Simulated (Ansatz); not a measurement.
The first iterations of a band of ClGeH3 + FH (7 atoms, charge 0, multiplicity 1).

Method: RKS PBE/def2-SVP in Ansatz 0.2.0.

| Property | Result |
| --- | --- |
| movable images | 4 |
| climbing image | no |
| spring | 5.0 eV/Å² |
| optimiser | quadratic models (default) |
| start path | through a guess of the saddle point |
| force threshold | 0.03 eV/Å |
| iteration limit | 60 |
| end points | relaxed |

Initial state:

```xyz
7
Properties=species:S:1:pos:R:3
Ge -0.274 -0.228 0.009
H -0.582 -0.377 1.511
Cl 1.936 -0.201 -0.195
H -0.793 1.083 -0.613
H -0.716 -1.471 -0.802
F 1.020 2.077 1.531
H 1.637 1.525 1.070
```

Final state:

```xyz
7
Properties=species:S:1:pos:R:3
Ge 0.190 0.273 -0.805
H 0.196 0.355 3.595
Cl 2.083 -0.297 -1.678
H -0.575 1.173 -1.800
H -0.529 -0.992 -0.287
F 0.550 1.269 0.600
H 0.315 0.626 2.884
```

| iteration | highest image above the first end (eV) | largest band force component (eV/Å) |
| --- | --- | --- |
| 1 | 6.112 | 54.927 |
| 2 | 1.250 | 2.286 |
| 3 | 1.000 | 1.801 |
| 4 | 1.026 | 0.782 |
| 5 | 0.920 | 0.258 |
| 6 | 0.931 | 0.153 |
| 7 | 0.930 | 0.902 |
| 8 | 0.959 | 0.112 |
| 9 | 1.029 | 0.283 |
| 10 | 1.025 | 0.272 |
| 11 | 1.020 | 0.185 |
| 12 | 1.029 | 0.201 |

Does the band converge within its limit, and where does its top end?

The run converged. It ended after 37 iterations with the highest image 0.250 eV above the first end. No image climbed, so the highest image needn't sit at the top of the path. A band with more images between the same ends climbed to 1.44 eV, so this one has probably stepped over the top. The orbitals stay closed-shell, which can raise the energy where a bond breaks towards radicals; this wasn't checked here.

Run time: 2.9 min on 2 threads of Arm Neoverse V1, on a shared host, peak memory 0.12 GiB.
